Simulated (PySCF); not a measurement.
Species: BEt2(OH), C₄H₁₁BO.
Bonds: B1–C2, B1–C9, B1–O16, C2–C3, C9–C10. Hydrogens: H4, H5 on C2; H6, H7, H8 on C3; H11, H12 on C9; H13, H14, H15 on C10; H17 on O16.

Method: PySCF 2.14.0, PBE0-D3(BJ)/def2-SVP geometry optimisation, gas phase; density fitting, grid level 1; the optimiser is geomeTRIC in internal coordinates, started from a GFN2-xTB structure with every atom displaced at random (about 0.03 Å).

Geometry at step 11:
```
atom  x, y, z in Å
B1     -0.3741   -0.8397    0.2061
C2      1.1479   -0.7361   -0.2330
C3      1.9692   -0.0106    0.8445
H4      1.2565   -0.1958   -1.1890
H5      1.5523   -1.7484   -0.3886
H6      3.0332    0.0613    0.5691
H7      1.6029    1.0142    1.0152
H8      1.9125   -0.5360    1.8107
C9     -1.3624    0.3988    0.1253
C10    -1.2187    1.2202   -1.1605
H11    -1.1489    1.0473    0.9942
H12    -2.4154    0.0824    0.2462
H13    -1.7931    2.1594   -1.1188
H14    -0.1698    1.4908   -1.3504
H15    -1.5716    0.6554   -2.0374
O16    -0.7639   -2.0393    0.7200
H17    -1.6852   -2.0246    1.0067
```

Q: What forces act on the atoms?

A: 
| atom | Fx (eV/Å) | Fy (eV/Å) | Fz (eV/Å) |
| --- | --- | --- | --- |
| B1 | 0.275 | -0.025 | -0.086 |
| C2 | -0.071 | 0.032 | 0.149 |
| C3 | -0.076 | -0.068 | -0.076 |
| H4 | -0.036 | -0.038 | 0.011 |
| H5 | 0.029 | -0.032 | 0.007 |
| H6 | 0.001 | 0.011 | 0.019 |
| H7 | 0.006 | 0.040 | -0.020 |
| H8 | 0.026 | -0.016 | 0.013 |
| C9 | -0.044 | -0.036 | -0.266 |
| C10 | -0.078 | 0.049 | 0.141 |
| H11 | 0.056 | 0.004 | 0.074 |
| H12 | 0.016 | 0.008 | 0.063 |
| H13 | -0.029 | -0.036 | -0.025 |
| H14 | 0.014 | 0.032 | 0.009 |
| H15 | 0.019 | 0.000 | -0.015 |
| O16 | -0.168 | 0.123 | 0.024 |
| H17 | 0.061 | -0.048 | -0.021 |

The largest, 0.29 eV/Å, acts on B1; the rms over all components is 0.078 eV/Å. The forces sum to zero within rounding, as they must for an isolated molecule in no field.

Q: Give the force on B1 in Eh/bohr and in nN.

A: 0.289 eV/Å ÷ 51.422 = 0.00563 Eh/bohr, and 0.289 eV/Å × 1.602 = 0.46 nN.

Q: How far is this geometry from the end of the optimisation?

A: 0.032 eV above it, and 0.269 Å rms away after alignment. The bonds farthest from their final lengths, with half the difference of the two atoms' forces along the bond (positive lengthens):

```csv
bond,now (Å),final (Å),force along bond (eV/Å)
B1–C2,1.587,1.580,-0.20
C2–C3,1.537,1.530,-0.10
C9–C10,1.532,1.528,-0.15
C2–H4,1.104,1.107,+0.04
C9–H11,1.105,1.108,+0.15
O16–H17,0.965,0.963,-0.12
```

The angle farthest from its final value is B1–C2–H4, 111.5° against 107.5°.

What follows is the cost of the whole optimisation. The run took 5.0 min wall on Arm Neoverse N1, one thread (shared host), and the process peaked at 0.58 GiB of memory.
